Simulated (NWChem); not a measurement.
System meant: C$_{3}$H$_{7}$Te cation

Input file for NWChem:

```
start job
memory heap 200 mb stack 900 mb global 1100 mb
charge 1
geometry units angstroms noautoz
  C      0.055912    -2.011203    -1.287817
  C     -0.074957    -1.260885     0.000000
  C      0.055912    -2.011203     1.287817
  Te    -0.033450     0.858331     0.000000
  H      1.103065    -2.388553    -1.348324
  H     -0.589361    -2.916805    -1.284495
  H     -0.148216    -1.402698    -2.186283
  H     -1.214614    -0.678811     0.000000
  H      1.103065    -2.388553     1.348324
  H     -0.589361    -2.916805     1.284495
  H     -0.148216    -1.402698     2.186283
end
basis spherical
  C library def2-svp
  Te library def2-svp
  H library def2-svp
end
dft
  xc b3lyp
  iterations 150
  mulliken
end
task dft energy
```

End of the output:

```
             Grid Information
             ----------------
          Grid used for XC integration:  medium
          Radial quadrature: Mura-Knowles
          Angular quadrature: Lebedev.
          Tag              B.-S. Rad. Rad. Pts. Rad. Cut. Ang. Pts.
          ---              ---------- --------- --------- ---------
          C                   0.70       49          10.0       434
          Te                  1.40      123          11.0       590
          H                   0.35       45          11.0       434
          Grid pruning is: on
          Number of quadrature shells:   401
          Spatial weights used:  Erf1

          Convergence Information
          -----------------------
          Convergence aids based upon iterative change in
          total energy or number of iterations.
          Levelshifting, if invoked, occurs when the
          HOMO/LUMO gap drops below (HL_TOL):  1.00D-02
          DIIS, if invoked, will attempt to extrapolate
          using up to (NFOCK): 10 stored Fock matrices.

                    Damping( 0%)  Levelshifting(0.5)       DIIS
                  --------------- ------------------- ---------------
          dE  on:    start            ASAP                start
          dE off:    2 iters        150 iters           150 iters

      Screening Tolerance Information
      -------------------------------
          Density screening/tol_rho:  1.00D-10
          AO Gaussian exp screening on grid/accAOfunc:  14
          CD Gaussian exp screening on grid/accCDfunc:  20
          XC Gaussian exp screening on grid/accXCfunc:  20
          Schwarz screening/accCoul:  1.00D-08

      Superposition of Atomic Density Guess
      -------------------------------------

      charge =      52.0 Te (Tellurium)

      symmetry species            s     p     d     f
      number of basis functions =10     7     6
      number of cont. functions = 4     4     2
      number of closed shells   = 5     3     2
      number of open shells     = 0     1     0
      open shell occupation     = 0     4     0
 ------------------------------------------------------------------------
 atomscf:atomd: error in atom scf                   0
 ------------------------------------------------------------------------
 ------------------------------------------------------------------------
  current input line :
    27: task dft energy
 ------------------------------------------------------------------------
 ------------------------------------------------------------------------
 This error has not yet been assigned to a category
 ------------------------------------------------------------------------
 For more information see the NWChem manual at https://nwchemgit.github.io

0:atomscf:atomd: error in atom scf:Received an Error in Communication
```

Problem. What is wrong, and how is it mended?

Solution. The program stopped with an error. Cause: the def2 basis of a heavy element holds valence functions alone and wants its effective core potential (without it all electrons must fit into that basis). This input runs:
```
start job
memory heap 200 mb stack 900 mb global 1100 mb
charge 1
geometry units angstroms noautoz
  C      0.055912    -2.011203    -1.287817
  C     -0.074957    -1.260885     0.000000
  C      0.055912    -2.011203     1.287817
  Te    -0.033450     0.858331     0.000000
  H      1.103065    -2.388553    -1.348324
  H     -0.589361    -2.916805    -1.284495
  H     -0.148216    -1.402698    -2.186283
  H     -1.214614    -0.678811     0.000000
  H      1.103065    -2.388553     1.348324
  H     -0.589361    -2.916805     1.284495
  H     -0.148216    -1.402698     2.186283
end
basis spherical
  * library def2-svp
end
ecp
  Te library def2-ecp
end
dft
  xc b3lyp
  iterations 150
  mulliken
end
task dft energy
```
It converges to -386.20058 Ha (B3LYP/def2-SVP with def2 effective core potentials on Te).
